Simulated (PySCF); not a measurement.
## Spinor energies of Fe¹⁷⁺ (iron, charge +17)

Start: [He] 2s2 2p5; 2p1/2 filled at m_j = -1/2, +1/2; 2p3/2 filled at m_j = -1/2, +1/2, +3/2. Calculated with PySCF 2.14 in an even-tempered Gaussian basis (18 s from 3.8 bohr⁻², ratio 2.4; 12 p from 4.9 bohr⁻², ratio 2.4; 5 d from 22 bohr⁻², ratio 2.6; 5 f from 33 bohr⁻², ratio 2.6): generalised Hartree-Fock with the X2C-1e Hamiltonian and a Gaussian nucleus; one run each with spin-orbit coupling (SO) switched off, then screened by Boettger's factors.

```tsv
spinor shell	electrons	ε, spin-free (eV)	ε, screened SO (eV)	weight of nominal j (screened SO)	rms radius, screened SO (bohr)
1s1/2	2	-7853.5	-7853.0	1.000	0.0673
2s1/2	2	-1483.2	-1483.0	1.000	0.280
2p1/2	2	-1367.1	-1376.4	0.930	0.248
2p3/2	3	-1367.1	-1362.3	0.953	0.250
```

```csv
quantity,spin-free,screened SO
E (hartree),-1101.75288,-1101.93015
M_J,3/2,3/2
⟨J²⟩,3.750,3.750
⟨L²⟩,2.000,2.000
⟨S²⟩,0.750,0.750
```

Each row is a mean over spinors that exchange with the open shell spreads, by up to 19.534 eV (2s1/2).

Without spin-orbit coupling the j labels of p, d and f shells carry no meaning; the spin-free column gives the mean over the occupied spinors of each nl shell.
